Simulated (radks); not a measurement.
Results of a calculation; reference values are marked as such.
Problem. Isoelectronic series with 44 electrons, all held in the configuration [Kr] 4d7 5s1, which need not be the ground one along the series. Code: a radial shooting solver on a logarithmic mesh with Libxc functionals. Model: non-relativistic Kohn-Sham, TPSS, spin-polarised, spherical densities, point nucleus; open shells are filled with parallel spins first (spin-orbit coupling, left out, can overturn this in heavy ions); meta-GGA in the generalised Kohn-Sham scheme. Total energies (hartree) and orbital eigenvalues (hartree) (* marks an orbital that is empty in some or all of the ions):

ion    E (hartree)   5s down*    4d down      5s up      4d up    4p down
Ru     -4443.49378   -0.10203   -0.14723   -0.15882   -0.23054   -1.62668
Rh+    -4687.51609   -0.37946   -0.57364   -0.44481   -0.66720   -2.19358
Pd2+   -4938.67102   -0.72640   -1.10997   -0.79890   -1.21265   -2.87393
Ag3+   -5196.92345   -1.13235   -1.73881   -1.21148   -1.84992   -3.64807
Cd4+   -5462.25072   -1.59210   -2.45128   -1.67752   -2.57038   -4.50615
In5+   -5734.63692   -2.10252   -3.24211   -2.19393   -3.36891   -5.44251
Sn6+   -6014.07016   -2.66147   -4.10791   -2.75865   -4.24218   -6.45353
Sb7+   -6300.54118   -3.26744   -5.04630   -3.37022   -5.18790   -7.53678
Te8+   -6594.04260   -3.91932   -6.05558   -4.02753   -6.20436   -8.69051
I9+    -6894.56835   -4.61624   -7.13444   -4.72975   -7.29031   -9.91341
Xe10+  -7202.11340   -5.35750   -8.28187   -5.47621   -8.44475  -11.20448
Cs11+   -7516.6735   -6.14256   -9.49708   -6.26638   -9.66690  -12.56294
Ba12+   -7838.2450   -6.97095  -10.77940   -7.09981  -10.95611  -13.98815
Ce14+   -8502.4100   -8.75633  -13.54334   -8.89507  -13.73369  -17.03684
Pr15+   -8844.9984   -9.71271  -15.02413   -9.85633  -15.22124  -18.65952
Nd16+   -9194.5879  -10.71124  -16.57035  -10.85968  -16.77419  -20.34734
Pm17+   -9551.1765  -11.75172  -18.18172  -11.90494  -18.39226  -22.10003
Sm18+   -9914.7626  -12.83396  -19.85799  -12.99194  -20.07522  -23.91737
Eu19+  -10285.3447  -13.95783  -21.59896  -14.12052  -21.82284  -25.79916
Gd20+  -10662.9216  -15.12317  -23.40443  -15.29056  -23.63496  -27.74522
Tb21+  -11047.4919  -16.32987  -25.27425  -16.50193  -25.51140  -29.75541
Dy22+  -11439.0546  -17.57783  -27.20827  -17.75454  -27.45202  -31.82960
Ho23+  -11837.6086  -18.86695  -29.20636  -19.04828  -29.45670  -33.96765

Estimate the row of La13+.

Solution. E (hartree) -8166.8247; 5s down* -7.84232; 4d down -12.12831; 5s up -7.97615; 4d up -12.31186; 4p down -15.47959.
